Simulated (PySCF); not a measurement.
**Peak assignment**

Bonds (- single, = double, # triple, : aromatic): C1-Si2, Si2-C3, C3:C4, C4-F5, C4:C6, C6:N7, N7:N8, N8-Si9, N8:C3. C1 carries H10, H11, H12; Si2 carries H13, H14; C6 carries H15; Si9 carries H16, H17, H18.

One computed conformer, fast rotation and ring inversion assumed for equivalent nuclei, gas phase, relativity neglected. GFN2-xTB geometry; GIAO PBE0/pcSseg-1 shieldings; PySCF 2.14.

Chemical shifts δ = σref − σ; 13C (σ = 186.93 ppm) and 1H (σ = 31.72 ppm) against TMS, all at this level.

Question: Assign these signals to the numbered atoms. 13C{1H} NMR (computed): δ 170.9 (C), 134.8 (CH), 130.7 (C), -4.3 (CH3).

Answer: 
| δ (ppm) | atoms | environment | reason |
| --- | --- | --- | --- |
| 170.9 | C4 | aromatic carbon bearing fluorine | an ipso carbon deshielded by its heteroatom |
| 134.8 | C6 | aromatic CH next to a ring nitrogen | – |
| 130.7 | C3 | substituted aromatic carbon next to a ring nitrogen | – |
| -4.3 | C1 | methyl carbon bonded to Si | an electropositive neighbour leaves it electron-rich and shielded |

Question: Assign these signals to the numbered atoms. 1H NMR (600 MHz, computed): δ 7.69 (m, 1H), 5.30 (s, 3H), 4.85 (q, 2H), 0.40 (t, 3H).

Answer: 
```tsv
δ (ppm)	atoms	environment	reason
7.69	H15	hydrogen on an aromatic CH next to a ring nitrogen	it sits in the deshielding region of the aromatic ring current
5.30	H16/H17/H18	hydrogen on a silicon bonded to N	–
4.85	H13/H14	hydrogen on a silicon bonded to 2 C	–
0.40	H10/H11/H12	hydrogen on a methyl carbon bonded to Si	an electropositive neighbour shields it, as in TMS itself
```

Splittings by 19F in the carbon and heteronuclear signals aren't shown, as no couplings were computed. Shifts are as computed. Against solution values, carbons near 30 ppm lie about +3 ppm off and those near 130 ppm about +5 ppm. Of 1309 compounds with measured shifts, 239 miss one by over three times the rms of a fit or turn the order of signals round; such compounds aren't used in these exercises. No couplings were computed; multiplicities are counted from neighbouring protons, with m where these are inequivalent, close in shift, in a saturated or five-membered ring or joined by F or P, and br s for small geminal =CH2 splittings.
